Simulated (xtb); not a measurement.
xtb job for CHCl2, SMILES Cl[CH]Cl, multiplicity 2, GFN2-xTB. 

```
$ xtb mol.xyz --gfn 2 --sp --chrg 0 --uhf 1 --json
$ cat mol.xyz
4

Cl     0.00976780     0.17175670    -1.45414940
C     -0.10288522    -0.69076733     0.00000001
Cl     0.00976780     0.17175671     1.45414939
H      0.28520614    -1.69512400     0.00000000
```

It prints:

```
[banner left out]
          |                Calculation Setup                |
           -------------------------------------------------



           -------------------------------------------------
          |                 G F N 2 - x T B                 |
           -------------------------------------------------

        Reference                      10.1021/acs.jctc.8b01176
      * Hamiltonian:
        H0-scaling (s, p, d)           1.850000    2.230000    2.230000
        zeta-weighting                 0.500000
      * Dispersion:
        s8                             2.700000
        a1                             0.520000
        a2                             5.000000
        s9                             5.000000
      * Repulsion:
        kExp                           1.500000    1.000000
        rExp                           1.000000
      * Coulomb:
        alpha                          2.000000
        third order                    shell-resolved
        anisotropic                    true
        a3                             3.000000
        a5                             4.000000
        cn-shift                       1.200000
        cn-exp                         4.000000
        max-rad                        5.000000


          ...................................................
          :                      SETUP                      :
          :.................................................:
          :  # basis functions                  25          :
          :  # atomic orbitals                  23          :
          :  # shells                            9          :
          :  # electrons                        19          :
          :  max. iterations                   250          :
          :  Hamiltonian                  GFN2-xTB          :
          :  restarted?                      false          :
          :  GBSA solvation                  false          :
          :  PC potential                    false          :
          :  electronic temp.          300.0000000     K    :
          :  accuracy                    1.0000000          :
          :  -> integral cutoff          0.2500000E+02      :
          :  -> integral neglect         0.1000000E-07      :
          :  -> SCF convergence          0.1000000E-05 Eh   :
          :  -> wf. convergence          0.1000000E-03 e    :
          :  Broyden damping             0.4000000          :
          :  net charge                          0          :
          :  unpaired electrons                  1          :
          ...................................................

 iter      E             dE          RMSdq      gap      omega  full diag
   1    -11.6954148 -0.116954E+02  0.406E+00    4.30       0.0  T
   2    -11.7030863 -0.767157E-02  0.237E+00    4.61       1.0  T
   3    -11.7036686 -0.582300E-03  0.127E+00    4.42       1.0  T
   4    -11.7049816 -0.131296E-02  0.134E-01    4.49       1.0  T
   5    -11.7049821 -0.520712E-06  0.623E-02    4.48       1.0  T
   6    -11.7049877 -0.556823E-05  0.378E-02    4.49       1.3  T
   7    -11.7049907 -0.299260E-05  0.104E-02    4.49       4.8  T
   8    -11.7049908 -0.814217E-07  0.213E-03    4.48      23.5  T
   9    -11.7049908 -0.503205E-08  0.826E-04    4.48      60.5  T
  10    -11.7049908 -0.682375E-09  0.181E-04    4.48     276.0  T

   *** convergence criteria satisfied after 10 iterations ***

         #    Occupation            Energy/Eh            Energy/eV
      -------------------------------------------------------------
         1        2.0000           -1.0802891             -29.3962
       ...           ...                  ...                  ...
         4        2.0000           -0.5454192             -14.8416
         5        2.0000           -0.5352744             -14.5656
         6        2.0000           -0.5007694             -13.6266
         7        2.0000           -0.4546256             -12.3710
         8        2.0000           -0.4455514             -12.1241
         9        2.0000           -0.4453066             -12.1174
        10        1.0000           -0.3461722              -9.4198 (HOMO)
        11                         -0.1813636              -4.9352 (LUMO)
        12                         -0.1188621              -3.2344
        13                         -0.0165457              -0.4502
        14                         -0.0103297              -0.2811
        15                         -0.0089595              -0.2438
       ...                                ...                  ...
        23                          0.2394980               6.5171
      -------------------------------------------------------------
                  HL-Gap            0.1648086 Eh            4.4847 eV
             Fermi-level           -0.3297536 Eh           -8.9731 eV

 SCC (total)                   0 d,  0 h,  0 min,  0.006 sec
 SCC setup                      ...        0 min,  0.000 sec (  2.855%)
 Dispersion                     ...        0 min,  0.000 sec (  1.327%)
 classical contributions        ...        0 min,  0.000 sec (  0.594%)
 integral evaluation            ...        0 min,  0.001 sec ( 17.080%)
 iterations                     ...        0 min,  0.003 sec ( 54.659%)
 molecular gradient             ...        0 min,  0.001 sec ( 18.943%)
 printout                       ...        0 min,  0.000 sec (  4.142%)

         :::::::::::::::::::::::::::::::::::::::::::::::::::::
         ::                     SUMMARY                     ::
         :::::::::::::::::::::::::::::::::::::::::::::::::::::
         :: total energy             -11.671697879183 Eh    ::
         :: gradient norm              0.000005083697 Eh/a0 ::
         :: HOMO-LUMO gap              4.484671578551 eV    ::
         ::.................................................::
         :: SCC energy               -11.704990710118 Eh    ::
         :: -> isotropic ES            0.002604308107 Eh    ::
         :: -> anisotropic ES          0.000349150533 Eh    ::
         :: -> anisotropic XC          0.002040579738 Eh    ::
         :: -> dispersion             -0.002084228953 Eh    ::
         :: repulsion energy           0.033292830935 Eh    ::
         :: add. restraining           0.000000000000 Eh    ::
         :: total charge              -0.000000000000 e     ::
         :::::::::::::::::::::::::::::::::::::::::::::::::::::

           -------------------------------------------------
          |                Property Printout                |
           -------------------------------------------------

    * Orbital Energies and Occupations

         #    Occupation            Energy/Eh            Energy/eV
      -------------------------------------------------------------
         1        2.0000           -1.0802891             -29.3962
         2        2.0000           -1.0777274             -29.3265
         3        2.0000           -0.6198062             -16.8658
         4        2.0000           -0.5454192             -14.8416
         5        2.0000           -0.5352744             -14.5656
         6        2.0000           -0.5007694             -13.6266
         7        2.0000           -0.4546256             -12.3710
         8        2.0000           -0.4455514             -12.1241
         9        2.0000           -0.4453066             -12.1174
        10        1.0000           -0.3461722              -9.4198 (HOMO)
        11                         -0.1813636              -4.9352 (LUMO)
        12                         -0.1188621              -3.2344
        13                         -0.0165457              -0.4502
        14                         -0.0103297              -0.2811
Note: The following floating-point exceptions are signalling: IEEE_UNDERFLOW_FLAG IEEE_DENORMAL
normal termination of xtb
        15                         -0.0089595              -0.2438
        16                         -0.0085545              -0.2328
        17                         -0.0084037              -0.2287
        18                         -0.0081765              -0.2225
        19                         -0.0074917              -0.2039
        20                          0.0130398               0.3548
        21                          0.1692055               4.6043
       ...                                ...                  ...
        23                          0.2394980               6.5171
      -------------------------------------------------------------
                  HL-Gap            0.1648086 Eh            4.4847 eV
             Fermi-level           -0.3297536 Eh           -8.9731 eV

     #   Z          covCN         q      C6AA      α(0)
     1  17 Cl       1.030    -0.068   101.286    15.397
     2   6 C        2.710     0.051    26.828     8.478
     3  17 Cl       1.030    -0.068   101.286    15.397
     4   1 H        0.926     0.085     1.933     2.174

 Mol. C6AA /au·bohr⁶  :        712.518020
 Mol. C8AA /au·bohr⁸  :      26464.291581
 Mol. α(0) /au        :         41.446363


Wiberg/Mayer (AO) data.
largest (>0.10) Wiberg bond orders for each atom

 ---------------------------------------------------------------------------
     #   Z sym  total        # sym  WBO       # sym  WBO       # sym  WBO
 ---------------------------------------------------------------------------
     1  17 Cl   1.296 --     2 C    1.184
     2   6 C    3.335 --     3 Cl   1.184     1 Cl   1.184     4 H    0.967
     3  17 Cl   1.296 --     2 C    1.184
     4   1 H    0.993 --     2 C    0.967
 ---------------------------------------------------------------------------

Topologies differ in total number of bonds
Writing topology from bond orders to xtbtopo.mol

molecular dipole:
                 x           y           z       tot (Debye)
 q only:        0.033      -0.382       0.000
   full:        0.167      -0.295       0.000       0.863
molecular quadrupole (traceless):
                xx          xy          yy          xz          yz          zz
 q only:        0.069      -0.201       1.439       0.000       0.000      -1.508
  q+dip:        0.101      -0.910       1.857      -0.000      -0.000      -1.958
   full:       -0.122      -0.658       1.367      -0.000      -0.000      -1.246


           -------------------------------------------------
          | TOTAL ENERGY              -11.671697879183 Eh   |
          | GRADIENT NORM               0.000005083697 Eh/α |
          | HOMO-LUMO GAP               4.484671578551 eV   |
           -------------------------------------------------

------------------------------------------------------------------------
------------------------------------------------------------------------
 total:
 SCF:
```

The run converged.

Cost: about 0.07 core-seconds (a rough figure).
